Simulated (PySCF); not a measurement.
## Electron correlation in In (indium, neutral)

[Kr] 4d10 5s2 5p1, 2P determinant. Calculation: PySCF 2.14, in def2-QZVPPD with the def2 core potential (28 electrons) (8s6p5d4f1g, 88 functions); scalar relativity through the core potential. Frozen: nothing; 21 electrons correlated.

MP2 pair energies summed by pair of shells (mhartree):

| pair | energy | share (%) |
| --- | --- | --- |
| 4d-4d | -316.23 | 53.2 |
| 4p-4d | -84.70 | 14.3 |
| 4d-5s | -72.86 | 12.3 |
| 4p-4p | -33.47 | 5.6 |
| 4s-4d | -20.02 | 3.4 |
| 5s-5s | -18.57 | 3.1 |
| 4d-5p | -13.98 | 2.4 |
| 5s-5p | -13.38 | 2.3 |
| 4s-4p | -10.10 | 1.7 |
| 4p-5s | -6.01 | 1.0 |
| 4s-4s | -3.08 | 0.5 |
| 4p-5p | -1.17 | 0.2 |
| 4s-5s | -0.62 | 0.1 |
| 4s-5p | -0.09 | 0.0 |

Total MP2 correlation energy: -594.30 mhartree.

Same-spin part -205.87 and opposite-spin part -388.43 mhartree; SCS-MP2 scales them by 1/3 and 6/5 to -534.74 mhartree.

The basis has no tight functions for the innermost shells, so their pair energies are far from complete.

This basis was not built for core-valence correlation, so the inner-shell part is incomplete.
